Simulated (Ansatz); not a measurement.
Gas-phase electronic energies from Ansatz, PBE0-D4/def2-TZVP geometries. CCSD(T)/CBS is the MP2 limit (def2-TZVPP, def2-QZVPP) plus CCSD(T) − MP2 in def2-TZVPP, frozen cores. This one scheme is used for every species. DFT in def2-TZVPP. One conformer a species, not always the lowest.

Consider the formal exchange of groups at the Si–O bond: `F[SiH]([SiH3])O[SiH3]` + `[NH2][AlH2]` → `[NH2][AlH][SiH](F)[SiH3]` + `O[SiH3]`.

CCSD(T)/CBS gives +1.30 eV.

Q: Another level gave +1.33 eV. Which?
A. B2PLYP/def2-TZVPP
B. r2SCAN-D4/def2-TZVPP
C. PBE0/def2-TZVPP
D. PBE/def2-TZVPP

A: A. B2PLYP 1.33, PBE 1.00, PBE0 1.10, r2SCAN-D4 1.24 eV.

Largest T1 diagnostic among the species: 0.013.

From PBE to PBE0 (25 % exact exchange), in def2-TZVPP and without D4, ΔE moves by +0.10 eV. In def2-TZVPP, CCSD(T) changes the Hartree–Fock value by −0.25 eV (the triples alone add −0.03 eV) and MP2 by −0.17 eV. The D4 term adds +0.04 eV with B3LYP and +0.02 eV with PBE0; it sums over pairs of atoms, weighted by their polarisabilities, and B3LYP, whose exchange is more repulsive, gets the larger term.

B3LYP here is the variant with VWN-RPA as its local correlation; programs differ in this.
